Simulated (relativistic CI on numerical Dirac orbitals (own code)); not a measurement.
Hyperfine structure of Tm40+, mass number 171

Computed by Dirac-Coulomb-Breit CI, KLI orbitals optimised for each configuration, QED by a radiative potential, unscaled Slater integrals (own radial code, finite nucleus).

Configurations in the expansion (outside the closed core [Ar]): 3d10 4s, 3d10 4p, 3d10 4d, 3d10 4f, 3d10 5s, 3d10 5p, 3d10 5d, 3d10 5f, 3d10 5g, 3d9 4p2, 3d10 6s, 3d10 6p, 3d10 6d, 3d8 4s 4p2, 3d9 4s2, 3d9 4p 4d. Levels of other configurations are missing.

Nuclear spin I = 1/2, μ = -0.23 μN (tables of Stone and Pyykkö). The electronic factors are computed for point nuclear moments, without core polarisation or the Bohr-Weisskopf and QED corrections.

```csv
Level,E (10³ cm⁻¹),A (GHz)
3d10 4s 2S_1/2,0.0,-550.6
3d10 4p 2P°_1/2,691.3,-172.4
3d10 4p 2P°_3/2,1254.3,-21.3
3d10 4d 2D_3/2,2336.9,-10.67
3d10 4d 2D_5/2,2456.0,-4.291
3d10 4f 2F°_5/2,3616.0,-2.199
3d10 4f 2F°_7/2,3643.5,-1.202
3d10 5s 2S_1/2,6321.8,-256.6
```

Levels with J = 0, under 50 % of one LS term, or S terms without an open s electron are left out. Small factors come from cancelling terms and can be off by tens of per cent or more.

At this charge energies of transitions that change n are usually good to better than 1 %, and those within a shell (Δn = 0) to a few per cent.

**Question.** Give the hyperfine levels of 3d10 4s 2S_1/2 relative to its centre of gravity.

**Answer.** With K = F(F + 1) − I(I + 1) − J(J + 1), E = AK/2: F = 0: 412.9, F = 1: -137.6 GHz.

LS names give the leading component of a level, which can be under half, so a name can repeat, a term be missing and a line seem to break the LS rules.
